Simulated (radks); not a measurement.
Spherical quantum dot in the effective-mass picture: electrons in a well V = -V0 / (1 + exp((r - R)/a)) with V0 = 10.5, R = 5.03, a = 0.53, with a point charge +2 (a donor) at the centre, all in effective atomic units (hartree* = m*/eps^2 hartree, bohr* = eps/m* bohr), one dielectric constant everywhere. Method: non-relativistic Kohn-Sham, PBE, spin-polarised, spherical densities; computed with a radial shooting solver with Libxc functionals. Levels are named by radial order and angular momentum (1s, 1p, 1d, 2s, ...), and open shells are averaged over m. Results are scaled to m* = 0.136 and eps = 17.7, for which hartree* = 11.81 meV and bohr* = 6.887 nm.

N = 17, configuration 1s2 1p6 1d(up 5, down 2) 2s2. This is the lowest configuration that the search found. Occupied and some empty levels:

level,occupation,eigenvalue (meV),<r> (nm)
1s up,1,-70.324,10.74
1s down,1,-70.204,10.15
1p up,3,-66.324,20.46
1p down,3,-65.902,20.38
2s up,1,-65.837,16.53
2s down,1,-65.525,17.04
1d up,5,-63.292,21.81
1d down,2,-62.843,21.78
1f up,0,-59.443,22.83
1f down,0,-58.982,22.83
2p up,0,-55.065,17.33
1g up,0,-54.855,23.71
2p down,0,-54.826,17.29
1g down,0,-54.391,23.72

Energy (meV): total -1631.18, kinetic 127.94, external -2228.6, Hartree 541.93, exchange-correlation -72.432.
